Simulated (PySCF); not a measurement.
Dipole moment and polarisability of `CCO[C@H]1OCC1=O`

C5H8O3.
Geometry (GFN2-xTB, Å), atoms numbered from 1 in this order:
```xyz
16
C5H8O3 angstrom
C     -2.7045    0.1332   -0.0598
C     -1.3989   -0.6137    0.1441
O     -0.3912    0.3379    0.4792
C      0.8411   -0.2112    0.7102
O      1.5437   -0.6547   -0.4663
C      2.5983    0.2974   -0.3051
C      1.9528    0.8136    0.9588
O      2.1964    1.6318    1.7853
H     -2.9736    0.6643    0.8488
H     -3.4935   -0.5687   -0.3144
H     -2.5951    0.8558   -0.8631
H     -1.1031   -1.1459   -0.7684
H     -1.4886   -1.3453    0.9606
H      0.7969   -1.0290    1.4536
H      2.6356    1.0187   -1.1262
H      3.5761   -0.1754   -0.1813
```

Level: PBE0/def2-SVPD (PySCF), static field, nuclei fixed, core orbitals frozen in the response. The polarisability tensor in these axes (au):

```
x   82.81  4.93 -0.26
y    4.93 63.50  4.07
z   -0.26  4.07 64.40
```

Problem. What are the eigenvalues, a third of the trace, and Δα (Δα² = ½Σ(αi − αj)² over the three pairs)?

Solution. Principal values 59.19, 67.49 and 84.02 au; mean 70.24 au = 10.41 Å³ = 11.58 × 10⁻⁴⁰ C²·m²/J; Δα = 21.89 au (31 % of the mean).

Problem. What is the dipole moment, and where does it point?

Solution. (-0.66, -1.81, -1.04) D, 2.19 D in size, pointing from the negative to the positive side. Measured along this direction, the outermost atoms are O8 at the negative end and H10 and H12 at the positive end.

Problem. What molar refraction does this α imply?

Solution. Lorentz–Lorenz: R = (4π/3)N_A α = 2.5225 cm³/(mol·Å³) × 10.41 Å³ = 26.3 cm³/mol, in the limit of long wavelengths.

Problem. Give the eigenvalues of the traceless quadrupole moment Θ = ½Σq(3rr − r²1), origin at the centre of nuclear charge.

Solution. -13.47, 2.89, 10.58 D·Å. The values depend on the origin, since the dipole doesn't vanish. The electronic extent ⟨r²⟩ about the same centre is 1153 bohr², a root-mean-square distance of 2.28 Å for the 62 electrons.

Problem. Give the principal axes and the span of the nuclei along them.

Solution. Largest value along (0.97, 0.24, 0.04), where the nuclei span 6.96 Å; middle along (-0.18, 0.59, 0.79), 3.07 Å; least along (-0.17, 0.77, -0.61), 3.44 Å. The strongest response lies along the longest span, while the other two are in reverse order.

Problem. Find the Langevin capture rate constant for NO+ (29.998 u) meeting this molecule (116.047 u), k = 2.342 × 10⁻⁹ cm³/s × √(α in Å³ / reduced mass in u).

Solution. The reduced mass is 23.84 u, so k = 1.55 × 10⁻⁹ cm³/s. The formula leaves out the permanent dipole, which adds to the capture rate.

Problem. Refractivity n − 1 of an ideal gas of it at 298.15 K and 1 atm, from the electronic α?

Solution. N = p/kT = 2.4615 × 10¹⁹ cm⁻³, so n − 1 = 2π × N × 10.41 × 10⁻²⁴ cm³ = 1610 × 10⁻⁶ at long wavelengths, for an ideal gas.

The structure is a single GFN2-xTB conformer in the gas phase; no vibrational or solvent corrections.

These values come from a run that also computed excited states. On Intel Xeon Platinum 8175M at 2.50 GHz, one thread, shared host with 96 logical CPUs at a one-minute load of 29, this took 55 s of wall time and 0.92 GiB of memory at its peak.
